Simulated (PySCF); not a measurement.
**Sb: excitation energy**

Sb [Kr] 4d10 5s2 5p3 (4S) → Sb [Kr] 4d10 5s2 5p2 6s1 (4P), as a difference of total energies. Computed with PySCF 2.14 in dyall-av2z, with the non-relativistic Hamiltonian (point nucleus). Correlated levels: valence: [Kr] 4d10 frozen; virtual orbitals above 40 to 60 times the deepest correlated orbital energy dropped. The calculations carry no spin-orbit coupling.

```
           method  excitation energy (cm⁻¹)  difference from reference (cm⁻¹)
              UHF                     48204                             +1515
    MP2 (valence)                     48614                             +1924
SCS-MP2 (valence)                     48350                             +1660
   CCSD (valence)                     48098                             +1409
CCSD(T) (valence)                     48040                             +1351
```

Reference: 46690 cm⁻¹ (measured; NIST levels, between the centres of gravity of the two terms).

These non-relativistic numbers lack the scalar-relativistic shift.

The promoted electron is Rydberg-like, and one or two diffuse shells describe it only roughly, which tends to raise the upper state.
